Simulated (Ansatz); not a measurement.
CH₈O₂Si₂ (`C[Si](O)(O)[SiH3]`). Charge 0, multiplicity 1.

Z-matrix (Å, degrees):
```
C
Si 1 1.857
H 1 1.092 2 111.0
H 1 1.094 2 110.5 3 -120.3
H 1 1.092 2 110.7 3 120.5
O 2 1.652 1 104.4 3 178.7
O 2 1.651 1 112.1 3 57.6
Si 2 2.347 1 114.2 3 -59.7
H 6 0.959 2 117.0 1 178.1
H 7 0.959 2 117.6 1 52.3
H 8 1.490 2 110.5 1 -173.3
H 8 1.488 2 111.7 1 66.0
H 8 1.490 2 110.3 1 -54.2
```

(1) Give the diagnostics of a CCSD(T)/def2-TZVPP run (frozen core, the Gaussian-basis code of Ansatz). (Best estimate.)

Answers

(1) Computed: T1 = 0.0120, largest single amplitude 0.012, largest double 0.020, (T) share of the correlation energy 3.4 %, 9 CCSD cycles. The RHF solution is stable towards an unrestricted one. T1 lies under the customary mark of 0.02 for closed shells.
